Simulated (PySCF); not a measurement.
## Spin-orbit coupling and the third ionisation energy along group 15

Two-component X2C-1e calculated with PySCF 2.14: MP2 on generalised Hartree-Fock spinors (GMP2), with spin-orbit coupling off and on (screened by Boettger's factors); no Breit or QED terms. Values in eV; the references (NIST) lie between the lowest levels. Elements whose determinants are no pure J levels are left out.

| element | configurations | spin-free | with spin-orbit | shift | reference |
| --- | --- | --- | --- | --- | --- |
| N (x2c-TZVPPall-2c, 1s2 frozen) | [He] 2s2 2p1 → [He] 2s2 | 47.453 | 47.467 | 0.014 | 47.445 (s) |
| P (x2c-TZVPPall-2c, [Ne] frozen) | [Ne] 3s2 3p1 → [Ne] 3s2 | 29.858 | 29.902 | 0.044 | 30.203 |
| As (x2c-TZVPPall-2c, [Ne] frozen) | [Ar] 3d10 4s2 4p1 → [Ar] 3d10 4s2 | 27.829 | 28.077 | 0.248 | 28.349 ± 0.012 |
| Sb (x2c-TZVPPall-2c, [Ar] 3d10 frozen) | [Kr] 4d10 5s2 5p1 → [Kr] 4d10 5s2 | 24.499 | 25.070 | 0.572 | 25.323 |
| Bi (x2c-TZVPPall-2c, [Kr] 4d10 4f14 frozen) | [Xe] 4f14 5d10 6s2 6p1 → [Xe] 4f14 5d10 6s2 | 23.439 | 25.310 | 1.872 | 25.571 |

The largest shift is at Bi, 1.872 eV, where spin-orbit coupling lowers the species with more electrons by more than the one with fewer (starting occupations 6p1/2^1 and closed).

What remains against the references is mostly the basis and correlation beyond MP2. References marked (s) are semi-empirical, (t) theoretical.
